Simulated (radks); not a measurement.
Values are calculated unless marked as measured or tabulated.
Charge is removed step by step from the 2p down level of Mg, starting from [He] 2s2 2p(up 3, down 3) 3s2. Level of theory: non-relativistic Kohn-Sham, TPSS, spin-polarised, spherical densities, point nucleus; meta-GGA in the generalised Kohn-Sham scheme (a radial shooting solver on a logarithmic mesh with Libxc functionals).

removed (e)  E - E(0) (eV)  eigenvalue (eV)  E minus straight line (eV)
0                    0.000          -47.118                       0.000
0.25                12.444          -52.484                      -2.123
0.5                 26.264          -58.114                      -2.871
0.75                41.521          -63.979                      -2.182
1                   58.271          -70.054                       0.000

Removing the whole electron costs 58.271 eV by Delta-SCF, against 47.118 eV from minus the eigenvalue at the starting occupation. Slater's transition state (half an electron removed) gives 58.114 eV. Integrating minus the eigenvalue over the occupation (Janak's theorem) gives 58.271 eV. The mean slope of the eigenvalue, de/dn, is 22.9 eV per electron.
